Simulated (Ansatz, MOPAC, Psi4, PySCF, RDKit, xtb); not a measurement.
Complex: CH6OSi (SMILES CO[SiH3]) (first 9 atoms) with CH4 (SMILES C); geometry from B3LYP-D3(BJ)/def2-TZVP, rigid monomers moved along the line of their centres of mass till O2···H11 is 3.75 Å.
(charge 0, multiplicity 1):
```xyz
14

C     -1.6050    -0.4673     0.3216
O     -0.5492     0.4651     0.1508
Si     0.9489     0.0400    -0.3829
H     -2.4791     0.0743     0.6816
H     -1.8598    -0.9563    -0.6241
H     -1.3413    -1.2340     1.0566
H      1.5554    -0.9886     0.5000
H      1.7615     1.2719    -0.3719
H      0.8809    -0.5210    -1.7568
C      0.0636     0.0510     4.6995
H     -0.1580     0.7222     3.8717
H     -0.8620    -0.3843     5.0749
H      0.7233    -0.7437     4.3526
H      0.5533     0.6032     5.5006
```

| level | interaction energy (meV) | cost |
|---|---|---|
| MMFF94 | -16.6 | - |
| UFF | -26.6 | - |
| GFN-FF | -20.9 | - |
| AM1 | 1.5 | - |
| PM3 | -0.2 | - |
| PM6 | -2.0 | - |
| PM7 | -23.0 | - |
| GFN1-xTB | -19.7 | - |
| GFN2-xTB | -26.8 | - |
| HF/STO-3G (no counterpoise) | -1.8 | - |
| HF/3-21G (no counterpoise) | -9.1 | - |
| HF/6-31G* | -1.7 | - |
| HF/aug-cc-pV(D+d)Z | -1.9 | - |
| PBE/def2-TZVPPD | -10.4 | ×1 |
| PBE-D3(BJ)/def2-TZVPPD | -28.1 | ×1 |
| PBE-D4/def2-TZVPPD | -28.5 | ×1 |
| BP86/6-31G* (no counterpoise) | 3.0 | - |
| r2SCAN/def2-TZVPPD | -9.3 | ×2 |
| r2SCAN-D3(BJ)/def2-TZVPPD | -21.6 | ×2 |
| r2SCAN-D4/def2-TZVPPD | -20.6 | ×2 |
| B3LYP/3-21G (no counterpoise) | -7.5 | - |
| B3LYP/6-31G* | 2.1 | - |
| B3LYP/6-31G* (no counterpoise) | -5.1 | - |
| B3LYP/6-311+G** (no counterpoise) | 0.7 | - |
| B3LYP/def2-TZVPPD | 3.1 | ×1 |
| B3LYP-D3(BJ)/def2-TZVPPD | -20.4 | ×1 |
| B3LYP-D4/def2-TZVPPD | -20.6 | ×1 |
| PBE0/def2-TZVPPD | -8.2 | ×1 |
| PBE0-D3(BJ)/def2-TZVPPD | -26.7 | ×1 |
| PBE0-D4/def2-TZVPPD | -26.4 | ×1 |
| M06-2X/6-31G* (no counterpoise) | -21.8 | - |
| wB97X-V/def2-TZVPPD | -20.9 | ×3 |
| wB97M-V/def2-TZVPPD | -20.7 | ×3 |
| MP2/6-31G* | -9.9 | - |
| MP2/6-31G* (no counterpoise) | -18.0 | - |
| MP2/aug-cc-pV(D+d)Z | -19.0 | - |
| SCS-MP2/aug-cc-pV(D+d)Z | -14.8 | - |
| CCSD/aug-cc-pV(D+d)Z | -17.2 | - |
| CCSD(T)/aug-cc-pV(D+d)Z | -19.6 | ×30 |
| SAPT0/jun-cc-pV(D+d)Z | -14.2 | - |

The rows run from -28.5 (PBE-D4/def2-TZVPPD) to 3.1 meV (B3LYP/def2-TZVPPD). In aug-cc-pV(D+d)Z the value moves HF -1.9, MP2 -19.0, CCSD -17.2, CCSD(T) -19.6, a shift of -17.7 from HF to CCSD(T). The dispersion term adds -17.7 in PBE-D3(BJ), -18.1 in PBE-D4, -12.3 in r2SCAN-D3(BJ). The 6 functionals in def2-TZVPPD without D3 or D4 span 24.0, from wB97X-V to B3LYP.

Counterpoise-corrected where a basis set is named; no monomer relaxation. Rows marked so take none. RDKit's UFF carries no charges.

Correlated levels freeze the cores. Rows in 3-21G, 6-311+G**, 6-31G*, STO-3G carry no dispersion term and start afresh at each structure (6-31G* with six Cartesian d functions). MP2/6-31G* freezes PySCF's default core. The state that AM1, PM3, PM6, PM7 reach isn't checked; PM7 holds dispersion and hydrogen-bond terms.

Run with Ansatz (Gaussian orbitals); MOPAC for AM1, PM3, PM6, PM7 (differences of heats of formation); Psi4 for SAPT; PySCF for 3-21G rows, 6-311+G** rows, 6-31G* rows, STO-3G rows, the dispersion terms; RDKit for the force fields; xtb for the GFN methods. Each number belongs to the level named beside it.

Costs are rough ratios of core time to PBE/def2-TZVPPD (about 13 s over the structures, on one shared machine); a dash marks a level with no comparable run of its own.

Ansatz is a quantum-chemistry and plane-wave program.
